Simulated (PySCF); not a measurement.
Species: C4H10Si2, net charge 0, singlet state. 
Geometry from a B3LYP-D3(BJ)/def2-TZVP (Ansatz) optimisation:
SMILES: [SiH3]CC#CC[SiH3]
```xyz
16

Si     2.6772     0.9986     0.0040
C      2.0855    -0.8017     0.0689
C      0.6626    -0.8839    -0.2042
C     -0.5168    -0.8927    -0.4451
C     -1.9490    -0.8606    -0.6764
Si    -2.7895     0.3699     0.4961
H      4.1331     1.0538     0.2856
H      1.9533     1.7966     1.0185
H      2.4200     1.5603    -1.3409
H      2.6602    -1.3889    -0.6541
H      2.3156    -1.2084     1.0585
H     -2.3943    -1.8495    -0.5294
H     -2.1700    -0.5660    -1.7070
H     -4.2510     0.3824     0.2393
H     -2.2425     1.7260     0.2689
H     -2.5455    -0.0317     1.8995
```

Dispersion corrections to the total energy (kcal/mol) from the dftd3 and dftd4 libraries through PySCF: D3(BJ) without and D4 with the three-body term, each with the damping fitted for the functional named.

| functional | D3(BJ) | D4 |
|---|---|---|
| B3LYP | -14.96 | -13.20 |
| PBE | -8.51 | [?] |
| PW6B95 | -4.69 | [?] |
| BLYP | -18.21 | -17.92 |
| B2PLYP | -7.13 | -5.82 |
| r2SCAN | -2.59 | [?] |
| revPBE | -20.78 | -24.73 |

What belongs in the gaps?


- PBE, D4: -8.26
- PW6B95, D4: -7.03
- r2SCAN, D4: -2.22
